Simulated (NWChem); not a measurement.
System: WS2ClF; SMILES [F][W](=[S])(=[S])[Cl]

Here is an NWChem input.

```
start job
memory heap 200 mb stack 900 mb global 1100 mb
geometry units angstroms noautoz
  W     -0.000133     0.046259    -0.162813
  S     -1.706027     1.002345     0.646366
  S      1.702729     1.007610     0.646675
  F     -0.000379     0.262953    -2.002682
  Cl     0.003021    -2.101316     0.536816
end
basis spherical
  W library def2-svp
  S library def2-svp
  F library def2-svp
  Cl library def2-svp
end
ecp
  W library def2-ecp
end
dft
  xc xperdew91 perdew91
  iterations 150
  mulliken
end
task dft energy
```

Structure relaxed at the PBE0/def2-SVP level. def2 effective core potentials on W; no spin-orbit coupling.

Predict the main results of this run. (PW91/def2-SVP with def2 effective core potentials on W.) Quantities: energy (Ha); highest occupied level (eV); orbital gap (eV); dipole (D).


| Property | Result |
|---|---|
| energy (Ha) | -1423.30 |
| highest occupied level (eV) | -6.69 |
| orbital gap (eV) | 2.59 |
| dipole (D) | 0.84 |
